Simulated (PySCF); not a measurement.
C₄H₁₀In, doublet, at a GFN2-xTB geometry (such geometries of metal compounds can be far from the true shape) (the spin is typed, not shown lowest) (all electrons, no relativity); PBE/3-21G run with PySCF.

Here is a job for PySCF.
```python
from pyscf import gto, scf, dft

mol = gto.Mole()
mol.atom = '''
    In    0.52255082    0.11091274    0.09546448
    C    -0.95838512   -0.71695823    1.86304033
    C    -0.70962100   -2.19533506    2.09301009
    H    -1.96947651   -0.54010065    1.48625371
    H    -0.81678652   -0.14472989    2.78228406
    H     0.30234153   -2.36652019    2.46531725
    H    -0.83238832   -2.75924332    1.16515931
    H    -1.40770894   -2.61020520    2.82733321
    C    -0.32756829    0.44693269   -2.17777208
    C    -0.86797167    1.85804339   -2.30665015
    H    -1.12384716   -0.29317635   -2.29476362
    H     0.45050344    0.25202494   -2.91862042
    H    -0.06947519    2.59339005   -2.18885308
    H    -1.62751592    2.05432304   -1.54594336
    H    -1.32935978    2.02341681   -3.28569579
'''
mol.basis = '3-21g'
mol.spin = 1
mol.verbose = 4
mol.build()

mf = dft.UKS(mol)
mf.xc = 'pbe'
mf.kernel()
mf.analyze()
```

What the program printed (banner, timings and long lists left out):

```
PySCF version 2.14.0

[INPUT] verbose = 4
[INPUT] num. atoms = 15
[INPUT] num. electrons = 83
[INPUT] charge = 0
[INPUT] spin (= nelec alpha-beta = 2S) = 1
[INPUT] symmetry False subgroup None
[INPUT] Mole.unit = angstrom
[INPUT] Symbol           X                Y                Z      unit          X                Y                Z       unit  Magmom
[...]
nuclear repulsion = 402.518403203632
number of shells = 53
number of NR pGTOs = 171
number of NR cGTOs = 87
basis = 3-21g
ecp = {}

******** <class 'pyscf.dft.uks.UKS'> ********
method = UKS
initial guess = minao
damping factor = 0
level_shift factor = 0
DIIS = <class 'pyscf.scf.diis.CDIIS'>
diis_start_cycle = 1
diis_space = 8
diis_damp = 0
SCF conv_tol = 1e-09
SCF conv_tol_grad = None
SCF max_cycles = 50
direct_scf = True
direct_scf_tol = 1e-13
number electrons alpha = 42  beta = 41
XC library pyscf.dft.libxc version 7.1.2
    S. Lehtola, C. Steigemann, M. J. T. Oliveira, and M. A. L. Marques,  SoftwareX 7, 1–5 (2018)
XC functionals = pbe
    J. P. Perdew, K. Burke, and M. Ernzerhof,  Phys. Rev. Lett. 77, 3865 (1996)
    J. P. Perdew, K. Burke, and M. Ernzerhof,  Phys. Rev. Lett. 78, 1396 (1997)
    J. P. Perdew, K. Burke, and M. Ernzerhof,  Phys. Rev. Lett. 77, 3865 (1996)
    J. P. Perdew, K. Burke, and M. Ernzerhof,  Phys. Rev. Lett. 78, 1396 (1997)
radial grids:
    Treutler-Ahlrichs [JCP 102, 346 (1995); DOI:10.1063/1.469408] (M4) radial grids

becke partition: Becke, JCP 88, 2547 (1988); DOI:10.1063/1.454033
pruning grids: <function nwchem_prune>
grids dens level: 3
symmetrized grids: False
atomic radii adjust function: <function treutler_atomic_radii_adjust>
small_rho_cutoff = 0
Set gradient conv threshold to 3.16228e-05
tot grids = 176432
init E= -5862.13579546431

cycle= 1 E= -5873.84368306801  delta_E= -11.7  |g|= 0.456  |ddm|= 2.38
cycle= 2 E= -5873.48858900167  delta_E= 0.355  |g|= 0.842  |ddm|= 1.68
cycle= 3 E= -5873.97074729679  delta_E= -0.482  |g|= 0.0624  |ddm|= 1.19
cycle= 4 E= -5873.97237137512  delta_E= -0.00162  |g|= 0.0463  |ddm|= 0.149
cycle= 5 E= -5873.97351378167  delta_E= -0.00114  |g|= 0.0115  |ddm|= 0.0588
cycle= 6 E= -5873.97357199415  delta_E= -5.82e-05  |g|= 0.00801  |ddm|= 0.0287
cycle= 7 E= -5873.97361779307  delta_E= -4.58e-05  |g|= 0.000884  |ddm|= 0.0132
cycle= 8 E= -5873.97361872529  delta_E= -9.32e-07  |g|= 0.000195  |ddm|= 0.00239
cycle= 9 E= -5873.97361879282  delta_E= -6.75e-08  |g|= 4.59e-05  |ddm|= 0.000777
[...]
converged SCF energy = -5873.97361879491  <S^2> = 0.75199329  2S+1 = 2.0019923
Total Energy =                       -5873.973618794909271
[...]
spin_pop of  8 C 3py      -0.00002
spin_pop of  8 C 3pz       0.00047
spin_pop of  9 C 1s        0.00000
spin_pop of  9 C 2s       -0.00133
spin_pop of  9 C 3s        0.00001
spin_pop of  9 C 2px      -0.00114
spin_pop of  9 C 2py      -0.00159
spin_pop of  9 C 2pz       0.00009
spin_pop of  9 C 3px       0.00002
spin_pop of  9 C 3py       0.00008
spin_pop of  9 C 3pz       0.00001
spin_pop of  10 H 1s        0.00417
spin_pop of  10 H 2s        0.00037
spin_pop of  11 H 1s       -0.00566
spin_pop of  11 H 2s        0.00010
spin_pop of  12 H 1s        0.00315
spin_pop of  12 H 2s        0.00008
spin_pop of  13 H 1s        0.00236
spin_pop of  13 H 2s        0.00013
spin_pop of  14 H 1s        0.00970
spin_pop of  14 H 2s        0.00002
 ** Mulliken Spin Density (per atom)  **
spin density of  0 In =      0.58446
spin density of  1 C =      0.19729
spin density of  2 C =     -0.00463
spin density of  3 H =      0.00520
spin density of  4 H =     -0.00530
spin density of  5 H =      0.00317
spin density of  6 H =      0.00230
spin density of  7 H =      0.00833
spin density of  8 C =      0.19863
spin density of  9 C =     -0.00386
spin density of  10 H =      0.00454
spin density of  11 H =     -0.00557
spin density of  12 H =      0.00322
spin density of  13 H =      0.00249
spin density of  14 H =      0.00972
 ** Mulliken pop alpha/beta on meta-lowdin orthogonal AOs **
 ** Mulliken pop       alpha | beta **
In total            42.00000 | 41.00000
 ** Mulliken atomic charges   ( Nelec_alpha | Nelec_beta ) **
charge of  0In =      0.28855  (    24.64796     24.06349 )
charge of  1C =     -0.33640  (     3.26684      3.06956 )
charge of  2C =     -0.29237  (     3.14387      3.14850 )
charge of  3H =      0.09423  (     0.45548      0.45029 )
charge of  4H =      0.09767  (     0.44852      0.45382 )
charge of  5H =      0.09868  (     0.45224      0.44908 )
charge of  6H =      0.09305  (     0.45462      0.45232 )
charge of  7H =      0.10072  (     0.45381      0.44547 )
charge of  8C =     -0.33630  (     3.26747      3.06884 )
charge of  9C =     -0.29265  (     3.14440      3.14825 )
charge of  10H =      0.09432  (     0.45511      0.45057 )
charge of  11H =      0.09786  (     0.44829      0.45385 )
charge of  12H =      0.09786  (     0.45268      0.44946 )
charge of  13H =      0.09367  (     0.45441      0.45192 )
charge of  14H =      0.10112  (     0.45430      0.44458 )
Dipole moment(X, Y, Z, Debye): -0.48190, -0.09701, -0.10917
```
